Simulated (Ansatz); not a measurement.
Gas-phase electronic energies from Ansatz, PBE0-D4/def2-TZVP geometries. CCSD(T)/CBS is the MP2 limit (def2-TZVPP, def2-QZVPP) plus CCSD(T) − MP2 in def2-TZVPP, frozen cores. This one scheme is used for every species. DFT in def2-TZVPP. One conformer a species, not always the lowest.

Reaction (formal exchange of groups at the Al–C bond): `N[CH2][Al]([OH])[OH]` + ethane → `C[CH2][Al]([OH])[OH]` + CH₃NH₂

```
        level  ΔE (kJ/mol)
      PBE0-D4         -7.4
HF/def2-TZVPP         -9.5
```

Question: What does CCSD(T)/CBS give? (Best estimate.)

Answer: Computed: -8.3 kJ/mol. The listed levels differ from it by 0.9, -1.2 kJ/mol.

Largest T1 diagnostic among the species: 0.012.
